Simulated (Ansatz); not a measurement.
Consider the redistribution: `[CH3][Ge]([NH2])([F])[F]` + `[SH][Ge][Br]` → `[CH3][Ge]([NH2])([F])[SH]` + `[F][Ge][Br]`.

Computed with Ansatz on PBE0-D4/def2-TZVP structures; ΔE is electronic, products minus reactants. CCSD(T)/CBS adds triple-zeta CCSD(T) − MP2 to the extrapolated MP2 energy (def2 sets, frozen cores). Functionals use def2-TZVPP. B3LYP here is the variant with VWN-RPA as its local correlation; programs differ in this. For Br, Ge outer-core shells are correlated without core-valence functions, which leaves a few kJ/mol of doubt a bond. Scalar relativity is left out up to krypton. One conformer a species, not always the lowest.

```json
{"level": "r2SCAN-D4", "ΔE (kJ/mol)": "17.6"}
{"level": "B3LYP-D4", "ΔE (kJ/mol)": "15.3"}
{"level": "B3LYP", "ΔE (kJ/mol)": "16.3"}
{"level": "SCS-MP2/def2-TZVPP", "ΔE (kJ/mol)": "17.1"}
```

(1) What does CCSD(T)/CBS give? (Estimate.)

Largest T1 diagnostic among the species: 0.012.

Answers

(1) The calculation gave: +16.7 kJ/mol. The listed levels differ from it by 0.9, -1.4, -0.4, 0.4 kJ/mol.
